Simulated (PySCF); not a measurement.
## C7H5ClO: full NMR table

```yaml
Formula: C7H5ClO
SMILES: O=C(Cl)c1ccccc1
InChI: InChI=1S/C7H5ClO/c8-7(9)6-4-2-1-3-5-6/h1-5H
Point_group_of_the_computed_structure: Cs
Degrees_of_unsaturation: 5
Carbon_signals: 5
Proton_signals: 3
```

Bonds (- single, = double, # triple, : aromatic): O1=C2 1.190 Å, C2-Cl3 1.776 Å, C2-C4 1.464 Å, C4:C5 1.394 Å, C5:C6 1.382 Å, C6:C7 1.386 Å, C7:C8 1.387 Å, C8:C9 1.380 Å, C9:C4 1.399 Å. C5 carries H10; C6 carries H11; C7 carries H12; C8 carries H13; C9 carries H14.

In vacuum, non-relativistic Hamiltonian, equivalent nuclei averaged, one conformer. Geometry: GFN2-xTB; PBE0/pcSseg-1 with gauge-including orbitals; PySCF.

δ = σ(ref) − σ, references computed at the same level: 1H, 13C vs TMS; 17O vs H2O.

| carbon | δC, type | δH (multiplicity) | HMBC from (2–3 bonds) | span of the C tensor (ppm) |
| --- | --- | --- | --- | --- |
| C2 | 176.8, C | – | H10/H14 | 165 |
| C4 | 136.1, C | – | H10/H14, H11/H13 | 193 |
| C5/C9 | 139.7, CH | 8.65 (d) | H10/H14, H12, H11/H13 | 234 |
| C6/C8 | 134.2, CH | 7.82 (m) | H10/H14, H12, H11/H13 | 236 |
| C7 | 141.9, CH | 7.96 (m) | H10/H14, H11/H13 | 247 |

Other nuclei:
```csv
atoms,nucleus,environment,δ (ppm),σ (ppm)
O1,17O,carbonyl oxygen,563.8,-227.7
```

Carbon types of the structure: 2 × C, 5 × CH, which accounts for all hydrogens. δC 176.8: carbonyl carbon. δC 141.9, 139.7, 134.2: aromatic CH. δC 136.1: substituted aromatic carbon. δH 8.65, 7.96, 7.82: hydrogen on an aromatic CH.

Carbons that carry Cl, above all several Cl atoms, come out too deshielded, partly because spin–orbit coupling is missing. Shifts are as computed. Against solution values, carbons near 30 ppm lie about +3 ppm off and those near 130 ppm about +5 ppm; carbons on Cl a further +6 ppm. Of 1211 compounds with measured shifts, 218 miss one by over three times the rms of a fit or turn the order of signals round; such compounds aren't used in these exercises. Unscaled 17O shifts of doubly bonded oxygen tend to come out too high, by tens of ppm or more. Experimental scales use liquid or dissolved standards, which lie at an offset from isolated H2O (liquid H2O: subtract about 36 ppm). No couplings were computed; multiplicities are counted from neighbouring protons, with m where these are inequivalent, close in shift, in a saturated or five-membered ring or joined by F or P, and br s for small geminal =CH2 splittings.
